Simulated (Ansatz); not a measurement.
A geometry relaxed with Ansatz (an electronic-structure program) with PBE0-D3(BJ)/def2-TZVP, charge 0, multiplicity 1:

```xyz
7

F      0.3391     1.7141    -0.9675
H      1.7048    -1.1751    -0.5297
Si    -0.0252     0.5915     0.0864
S      1.6360    -0.5634     0.6654
F     -0.4688     1.3321     1.4123
S     -1.5914    -0.4842    -0.8184
H     -1.5945    -1.4150     0.1514
```

### Question
Write the SMILES of this molecule.

### Answer
`F[Si](F)(S)S`
